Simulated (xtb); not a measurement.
xtb input (GFN2-xTB):

```bash
xtb mol.xyz --gfn 2 --sp --chrg -1 --uhf 0
```
mol.xyz:
```
3

Cu     0.00000000     0.00000000     0.00000000
Cl     0.00000000     0.00000000     2.15891506
Cl    -0.00000000    -0.00000000    -2.15891506
```

Output:

```
           -------------------------------------------------
          |                Calculation Setup                |
           -------------------------------------------------

           -------------------------------------------------
          |                 G F N 2 - x T B                 |
           -------------------------------------------------

        Reference                      10.1021/acs.jctc.8b01176
      * Hamiltonian:
        H0-scaling (s, p, d)           1.850000    2.230000    2.230000
        zeta-weighting                 0.500000
      * Dispersion:
        s8                             2.700000
        a1                             0.520000
        a2                             5.000000
        s9                             5.000000
      * Repulsion:
        kExp                           1.500000    1.000000
        rExp                           1.000000
      * Coulomb:
        alpha                          2.000000
        third order                    shell-resolved
        anisotropic                    true
        a3                             3.000000
        a5                             4.000000
        cn-shift                       1.200000
        cn-exp                         4.000000
        max-rad                        5.000000

          ...................................................
          :                      SETUP                      :
          :.................................................:
          :  # basis functions                  30          :
          :  # atomic orbitals                  27          :
          :  # shells                            9          :
          :  # electrons                        26          :
          :  max. iterations                   250          :
          :  Hamiltonian                  GFN2-xTB          :
          :  restarted?                      false          :
          :  GBSA solvation                  false          :
          :  PC potential                    false          :
          :  electronic temp.          300.0000000     K    :
          :  accuracy                    1.0000000          :
          :  -> integral cutoff          0.2500000E+02      :
          :  -> integral neglect         0.1000000E-07      :
          :  -> SCF convergence          0.1000000E-05 Eh   :
          :  -> wf. convergence          0.1000000E-03 e    :
          :  Broyden damping             0.4000000          :
          :  net charge                         -1          :
          :  unpaired electrons                  0          :
          ...................................................

 iter      E             dE          RMSdq      gap      omega  full diag
   1    -13.3313976 -0.133314E+02  0.485E+00    7.15       0.0  T
   2    -13.3334679 -0.207025E-02  0.315E+00    7.61       1.0  T
   3    -13.3348986 -0.143067E-02  0.171E+00    8.09       1.0  T
   4    -13.3355405 -0.641886E-03  0.555E-01    8.13       1.0  T
   5    -13.3356838 -0.143342E-03  0.224E-01    8.13       1.0  T
   6    -13.3356899 -0.614066E-05  0.609E-02    8.16       1.0  T
   7    -13.3356906 -0.667336E-06  0.180E-02    8.15       3.2  T
   8    -13.3356907 -0.573742E-07  0.318E-03    8.15      18.1  T
   9    -13.3356907 -0.129321E-08  0.259E-04    8.15     223.3  T
  10    -13.3356907  0.304823E-11  0.175E-04    8.15     330.4  T

   *** convergence criteria satisfied after 10 iterations ***

         #    Occupation            Energy/Eh            Energy/eV
      -------------------------------------------------------------
         1        2.0000           -0.8647030             -23.5298
       ...           ...                  ...                  ...
         7        2.0000           -0.2435192              -6.6265
         8        2.0000           -0.2435192              -6.6265
         9        2.0000           -0.1806132              -4.9147
        10        2.0000           -0.1806132              -4.9147
        11        2.0000           -0.1802142              -4.9039
        12        2.0000           -0.1802142              -4.9039
        13        2.0000           -0.1794630              -4.8834 (HOMO)
        14                          0.1201535               3.2695 (LUMO)
        15                          0.1201535               3.2695
        16                          0.1857553               5.0547
        17                          0.2368772               6.4458
        18                          0.2430195               6.6129
       ...                                ...                  ...
        27                          0.5655811              15.3902
      -------------------------------------------------------------
                  HL-Gap            0.2996165 Eh            8.1530 eV
             Fermi-level           -0.0296547 Eh           -0.8069 eV

 SCC (total)                   0 d,  0 h,  0 min,  0.006 sec
 SCC setup                      ...        0 min,  0.000 sec (  2.771%)
 Dispersion                     ...        0 min,  0.000 sec (  0.936%)
 classical contributions        ...        0 min,  0.000 sec (  0.372%)
 integral evaluation            ...        0 min,  0.001 sec ( 13.689%)
 iterations                     ...        0 min,  0.003 sec ( 52.197%)
 molecular gradient             ...        0 min,  0.001 sec ( 25.263%)
 printout                       ...        0 min,  0.000 sec (  4.443%)

         :::::::::::::::::::::::::::::::::::::::::::::::::::::
         ::                     SUMMARY                     ::
         :::::::::::::::::::::::::::::::::::::::::::::::::::::
         :: total energy             -13.332971958126 Eh    ::
         :: gradient norm              0.011140500831 Eh/a0 ::
         :: HOMO-LUMO gap              8.152979224077 eV    ::
         ::.................................................::
         :: SCC energy               -13.335690813596 Eh    ::
         :: -> isotropic ES            0.129419097393 Eh    ::
         :: -> anisotropic ES         -0.001466564088 Eh    ::
         :: -> anisotropic XC         -0.009257852798 Eh    ::
         :: -> dispersion             -0.001912853143 Eh    ::
         :: repulsion energy           0.002718855470 Eh    ::
         :: add. restraining           0.000000000000 Eh    ::
         :: total charge              -1.000000000000 e     ::
         :::::::::::::::::::::::::::::::::::::::::::::::::::::

           -------------------------------------------------
          |                Property Printout                |
           -------------------------------------------------

    * Orbital Energies and Occupations

         #    Occupation            Energy/Eh            Energy/eV
      -------------------------------------------------------------
         1        2.0000           -0.8647030             -23.5298
         2        2.0000           -0.8591368             -23.3783
         3        2.0000           -0.2877066              -7.8289
         4        2.0000           -0.2580468              -7.0218
         5        2.0000           -0.2442587              -6.6466
         6        2.0000           -0.2442587              -6.6466
         7        2.0000           -0.2435192              -6.6265
         8        2.0000           -0.2435192              -6.6265
         9        2.0000           -0.1806132              -4.9147
        10        2.0000           -0.1806132              -4.9147
        11        2.0000           -0.1802142              -4.9039
        12        2.0000           -0.1802142              -4.9039
        13        2.0000           -0.1794630              -4.8834 (HOMO)
        14                          0.1201535               3.2695 (LUMO)
Note: The following floating-point exceptions are signalling: IEEE_UNDERFLOW_FLAG IEEE_DENORMAL
normal termination of xtb
        15                          0.1201535               3.2695
        16                          0.1857553               5.0547
        17                          0.2368772               6.4458
        18                          0.2430195               6.6129
        19                          0.2430195               6.6129
        20                          0.2431301               6.6159
        21                          0.2431301               6.6159
        22                          0.2470965               6.7238
        23                          0.2470965               6.7238
        24                          0.2484165               6.7598
       ...                                ...                  ...
        27                          0.5655811              15.3902
      -------------------------------------------------------------
                  HL-Gap            0.2996165 Eh            8.1530 eV
             Fermi-level           -0.0296547 Eh           -0.8069 eV

     #   Z          covCN         q      C6AA      α(0)
     1  29 Cu       1.579     0.246   145.411    27.458
     2  17 Cl       0.789    -0.623   120.173    16.769
     3  17 Cl       0.789    -0.623   120.173    16.769

 Mol. C6AA /au·bohr⁶  :       1127.479281
 Mol. C8AA /au·bohr⁸  :      61284.065011
 Mol. α(0) /au        :         60.997001

Wiberg/Mayer (AO) data.
largest (>0.10) Wiberg bond orders for each atom

 ---------------------------------------------------------------------------
     #   Z sym  total        # sym  WBO       # sym  WBO       # sym  WBO
 ---------------------------------------------------------------------------
     1  29 Cu   1.252 --     2 Cl   0.626     3 Cl   0.626
     2  17 Cl   0.641 --     1 Cu   0.626
     3  17 Cl   0.641 --     1 Cu   0.626
 ---------------------------------------------------------------------------

Topologies differ in total number of bonds
Writing topology from bond orders to xtbtopo.mol

molecular dipole:
                 x           y           z       tot (Debye)
 q only:        0.000       0.000       0.000
   full:        0.000      -0.000       0.000       0.000
molecular quadrupole (traceless):
                xx          xy          yy          xz          yz          zz
 q only:       10.368       0.000      10.368       0.000       0.000     -20.736
  q+dip:       13.456       0.000      13.456      -0.000      -0.000     -26.912
   full:       13.698       0.000      13.698      -0.000      -0.000     -27.396

           -------------------------------------------------
          | TOTAL ENERGY              -13.332971958126 Eh   |
          | GRADIENT NORM               0.011140500831 Eh/α |
          | HOMO-LUMO GAP               8.152979224077 eV   |
           -------------------------------------------------

------------------------------------------------------------------------
------------------------------------------------------------------------
 total:
 SCF:
```
